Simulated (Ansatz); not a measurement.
Geometry optimisation, UKS B3LYP-D4/STO-3G (Ansatz 0.2.0).

Input:

```yaml
crystal:
  periodic: [false, false, false]
  atoms:
    - { symbol: "N", position_ang: [-1.6857, -0.4942, 0.8257] }
    - { symbol: C, position_ang: [-0.6368, 0.1108, 0.4336] }
    - { symbol: O, position_ang: [-0.4976, 1.4946, 0.5135] }
    - { symbol: Al, position_ang: [0.8964, -0.9796, -0.2866] }
    - { symbol: S, position_ang: [2.7569, -0.0218, -0.9722] }
    - { symbol: H, position_ang: [-2.5272, 0.1259, 1.1984] }
    - { symbol: H, position_ang: [-1.1696, 2.0934, 0.8968] }
    - { symbol: H, position_ang: [0.6806, -2.5556, -0.4058] }
    - { symbol: H, position_ang: [2.2715, 0.1803, -2.2205] }
magnetization:
  spin_polarized: true
basis:
  gaussian: { orbitals: STO-3G }
hamiltonian:
  xc: b3lyp
  dispersion: d4
relax:
  f_tol: 0.02
  max_steps: 40
```

Command:

```bash
$ ansatz run input.yaml --threads 1 --pin off --max-ram 2048MiB --backend cpu --events-out ev --progress --plain --runs-dir out
```

Task: Where does it end, and by what steps?

Result: The run converged. The force dipped under the threshold on the way, but the program's further checks kept it going. Limits of this set-up: minimal basis. After 22 steps the energy has fallen by 1.349 eV; H9 moved furthest, 1.36 Å.

```json
{"step": "0", "energy less start (eV)": "0.0000", "largest force component (eV/Å)": "4.899", "accepted": "yes"}
{"step": "1", "energy less start (eV)": "-0.7563", "largest force component (eV/Å)": "1.036", "accepted": "yes"}
{"step": "2", "energy less start (eV)": "-0.7037", "largest force component (eV/Å)": "2.056", "accepted": "no"}
{"step": "3", "energy less start (eV)": "-0.8685", "largest force component (eV/Å)": "0.670", "accepted": "yes"}
{"step": "4", "energy less start (eV)": "-0.9046", "largest force component (eV/Å)": "0.621", "accepted": "yes"}
{"step": "5", "energy less start (eV)": "-0.9555", "largest force component (eV/Å)": "0.825", "accepted": "yes"}
{"step": "6", "energy less start (eV)": "-1.0610", "largest force component (eV/Å)": "0.765", "accepted": "yes"}
{"step": "7", "energy less start (eV)": "-1.1817", "largest force component (eV/Å)": "0.650", "accepted": "yes"}
{"step": "8", "energy less start (eV)": "-1.2750", "largest force component (eV/Å)": "0.378", "accepted": "yes"}
{"step": "9", "energy less start (eV)": "-1.2753", "largest force component (eV/Å)": "0.660", "accepted": "yes"}
{"step": "10", "energy less start (eV)": "-1.2622", "largest force component (eV/Å)": "1.308", "accepted": "no"}
{"step": "11", "energy less start (eV)": "-1.3379", "largest force component (eV/Å)": "0.080", "accepted": "yes"}
{"step": "12", "energy less start (eV)": "-1.3393", "largest force component (eV/Å)": "0.076", "accepted": "yes"}
{"step": "13", "energy less start (eV)": "-1.3418", "largest force component (eV/Å)": "0.030", "accepted": "yes"}
{"step": "14", "energy less start (eV)": "-1.3365", "largest force component (eV/Å)": "0.679", "accepted": "no"}
{"step": "15", "energy less start (eV)": "-1.3446", "largest force component (eV/Å)": "0.199", "accepted": "yes"}
{"step": "16", "energy less start (eV)": "-1.3452", "largest force component (eV/Å)": "0.297", "accepted": "yes"}
{"step": "17", "energy less start (eV)": "-1.3467", "largest force component (eV/Å)": "0.155", "accepted": "yes"}
{"step": "18", "energy less start (eV)": "-1.3481", "largest force component (eV/Å)": "0.019", "accepted": "yes"}
{"step": "19", "energy less start (eV)": "-1.3487", "largest force component (eV/Å)": "0.094", "accepted": "yes"}
{"step": "20", "energy less start (eV)": "-1.3489", "largest force component (eV/Å)": "0.052", "accepted": "yes"}
{"step": "21", "energy less start (eV)": "-1.3491", "largest force component (eV/Å)": "0.024", "accepted": "yes"}
{"step": "22", "energy less start (eV)": "-1.3492", "largest force component (eV/Å)": "0.012", "accepted": "yes"}
```

```xyz
9
Properties=species:S:1:pos:R:3
N -1.630 -0.470 0.928
C -0.553 -0.009 0.312
O -0.299 1.369 0.065
Al 0.820 -1.198 -0.337
S 2.426 -0.280 -1.323
H -2.239 0.392 1.188
H -1.117 1.853 0.468
H 0.753 -2.678 -0.153
H 1.927 0.975 -1.166
```

The run took 2.6 min on 1 thread of Arm Neoverse N1, with other jobs on the host, peak memory 0.2 GiB.
